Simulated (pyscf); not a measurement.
# •O–SiH₂–OH (SMILES [O][SiH2]O), doublet

Gas-phase minimum from PySCF at ωB97X-D3(BJ)/def2-SVP, one conformer. •O–SiH₂–OH lies 22.4 kcal/mol over its isomer HO–SiH•–OH, and others may lie lower still (electronic energy, ωB97M-D3(BJ)). 

```xyz
6

O      0.6368     1.9002    -0.4566
Si     0.2022     0.2769    -0.4180
O      0.4973    -0.5037     1.0100
H     -1.2558     0.4020    -0.7195
H      0.9636    -0.4716    -1.4440
H      0.0704    -0.1716     1.8069
```
Charge 0, spin multiplicity 2.

Bonded distances (Å): O1–Si2 1.681, Si2–O3 1.654, Si2–H4 1.494, Si2–H5 1.481, O3–H6 0.963. Bond angles (°): O1–Si2–O3 115.4, O1–Si2–H4 99.6, O1–Si2–H5 109.8, O3–Si2–H4 112.8, O3–Si2–H5 105.5, H4–Si2–H5 113.8, Si2–O3–H6 118.2.

Properties at ωB97X-D3(BJ)/def2-SVP:

- Harmonic wavenumbers, unscaled = 234, 343, 482, 677, 785, 834, 908, 913, 986, 2239, 2314, 3931 cm⁻¹
- Zero-point energy = 20.9 kcal/mol
- Rotational symmetry number = 1
- Entropy of this conformer at 298 K and 1 atm, rigid rotor and harmonic oscillator, modes under 100 cm⁻¹ raised to 100 = 283.4 J/(mol K)
- Dipole moment = 1.60 D
- Spin expectation value S2 = 0.753

Single-point totals, which compare only within one level (frozen core for MP2 and CC):

| level | total energy (hartree) |
|---|---|
| ωB97X-D3(BJ)/def2-TZVP | -441.86857 |
| PBE/def2-TZVP | -441.51150 |
| r²SCAN/def2-TZVP | -441.72696 |
| B3LYP-D3(BJ)/def2-TZVP | -441.85554 |
| PBE0-D3(BJ)/def2-TZVP | -441.54156 |
| M06-2X/def2-TZVP | -441.74304 |
| ωB97M-D3(BJ)/def2-TZVP | -441.89676 |
| UHF/def2-TZVPP | -440.52700 |
| MP2/def2-TZVPP | -441.07621 |
| CCSD/def2-TZVPP | -441.10587 |
| CCSD(T)/def2-TZVPP | -441.12453 |

The CCSD(T) − MP2 part came from Ansatz, without density fitting, on the same reference.
